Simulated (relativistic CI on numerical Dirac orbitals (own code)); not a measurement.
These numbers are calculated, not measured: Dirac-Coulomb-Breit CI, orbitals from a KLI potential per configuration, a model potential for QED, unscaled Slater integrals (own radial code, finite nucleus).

The strongest absorption lines from the ground level of an ion, among the configurations computed and to levels below about 9320 eV (vacuum wavelength in nm, gf): 0.13371 (0.11), 0.13476 (0.062), 0.16355 (0.00063), 0.17541 (0.4), 0.17754 (0.017), 0.17995 (0.26), 1.6031 (0.19), 8.3294 (0.0091).

**Question.** Which ion is it?
A. Tb⁶¹⁺
B. Nd⁵⁴⁺
C. Yb⁶⁶⁺
D. Nd⁵⁶⁺

**Answer.** D. Nd⁵⁶⁺ has 4 electrons and the ground level 2s² ¹S0; the strongest line goes to 2s3p ¹P°1. The pattern of lines fixes the number of electrons, and along that sequence the line energies rise steadily with the charge (about as its square where n changes within one kind of shell, about linearly where n is kept but much faster in heavy ions where fine structure, which grows about as Z⁴, sets the gap, and irregularly where shells cross), which fixes Z. Configurations outside the model, such as inner-shell arrays, can give stronger lines. At this charge energies of transitions that change n are usually good to better than 1 %, and those within a shell (Δn = 0) to a few per cent.

LS names give the leading component of a level, which can be under half, so a name can repeat, a term be missing and a line seem to break the LS rules.
